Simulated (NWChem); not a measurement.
Species: AgF; SMILES [F][Ag]

```xyz
2

Ag     0.0000     0.0000    -0.3242
F      0.0000     0.0000     1.6617
```
Atoms are numbered in this order, from 1.

Program: NWChem. Coordinates come from a PBE0-D3(BJ)/def2-TZVP optimisation. def2 effective core potentials on Ag; no spin-orbit coupling. Vertical excitations in the gas phase; the lowest state need not have the same character in each row.

```csv
level,basis functions,"lowest excitation, singlet (eV)",oscillator strength of that lowest state,orbital gap (eV),relative time
"Hartree-Fock/def2-SVP, CIS",45,4.65,0.002,10.99,1
"Hartree-Fock/def2-SVPD, CIS",57,4.75,0.001,11.36,2
"Hartree-Fock/def2-TZVP, CIS",71,4.68,0.001,11.21,3
"Hartree-Fock/def2-TZVPD, CIS",80,4.71,0.001,11.30,5
```

The last column is a rough cost ratio, cheapest run = 1.
